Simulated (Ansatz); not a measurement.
System: chloro(difluoro)borane, sum formula BClF$_{2}$ (charge 0, singlet). SMILES: FB(F)Cl
Geometry: optimised at B3LYP-D3(BJ)/def2-TZVP (Ansatz, a quantum-chemistry and plane-wave program).

Atomisation energy built up term by term with Ansatz (kcal/mol; UHF references for open shells; valence terms freeze the core; atomic spin-orbit terms are left out). CBS(X,Y): correlation extrapolated as X^-3; Hartree-Fock from the larger set (for Q and 5 zeta extrapolated as (X+1)exp(-9√X)).

```
term                                            basis  kcal/mol
-----------------------  ----------------------------  --------
Hartree-Fock             CBS(cc-pV(Q+d)Z,cc-pV(5+d)Z)    322.84
CCSD correlation         CBS(cc-pV(Q+d)Z,cc-pV(5+d)Z)     88.24
(T)                      CBS(cc-pV(Q+d)Z,cc-pV(5+d)Z)      8.90
core correlation                            cc-pwCVTZ      1.71
scalar relativity (X2C)    cc-pVTZ-DK against cc-pVTZ     -0.70
sum: De                                                   421.0
```

(T) makes 2.1 % of the CCSD(T) atomisation energy; under 5 % is typical of single-reference molecules.
